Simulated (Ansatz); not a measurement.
System: dichloro(diethyl)silane, C$_{4}$H$_{10}$Cl$_{2}$Si, net charge 0, singlet state. 
Structure (B3LYP-D3(BJ)/def2-TZVP (Ansatz, a first-principles code) minimum search):
SMILES: CC[Si](Cl)(CC)Cl
```xyz
17

C     -1.9974    -1.6848     0.8674
C     -1.3067    -1.1572    -0.3964
Si    -0.0035     0.1301    -0.0575
Cl    -0.9120     1.8010     0.7642
Cl     0.8460     0.6858    -1.8636
C      1.3487    -0.4266     1.0967
C      2.0868    -1.6848     0.6223
H     -1.2850    -2.1579     1.5463
H     -2.7554    -2.4291     0.6180
H     -2.4899    -0.8795     1.4145
H     -0.8242    -1.9735    -0.9428
H     -2.0369    -0.7215    -1.0831
H      2.0453     0.4062     1.2225
H      0.8923    -0.5927     2.0774
H      2.5537    -1.5262    -0.3508
H      1.4095    -2.5361     0.5291
H      2.8720    -1.9670     1.3256
```
Charge 0, spin multiplicity 1.

Wanted: atomisation energy (electronic, to ground-state atoms); the coupled-cluster value holds the core correlation from cc-pwCVTZ, in eV. Correlated levels leave the core frozen unless marked. Open shells are spin-unrestricted. Spin-orbit coupling is left out. No relativistic terms. Basis-set limits of correlation are two-point, X^-3; Hartree-Fock from the larger set. The bracket is a focal-point correction in the basis named.

Level to compare with: RI-MP2/CBS(aug-cc-pV(T+d)Z,aug-cc-pV(Q+d)Z)+[CCSD(T)-MP2]/aug-cc-pV(T+d)Z plus the core term (Ansatz), 67.73 eV. It is a level with limits of its own, and the differences hold the functionals' basis error too.

### Question
Rank these functionals by how close they come to RI-MP2/CBS(aug-cc-pV(T+d)Z,aug-cc-pV(Q+d)Z)+[CCSD(T)-MP2]/aug-cc-pV(T+d)Z, closest first: BHLYP/def2-TZVPD (Ansatz); PBE/def2-TZVPD (Ansatz); r2SCAN0/def2-TZVPD (Ansatz).

### Answer
PBE/def2-TZVPD (GGA, 67.83 eV, difference 0.10), r2SCAN0/def2-TZVPD (hybrid meta-GGA, 66.94 eV, difference -0.79), BHLYP/def2-TZVPD (global hybrid, 65.37 eV, difference -2.36)
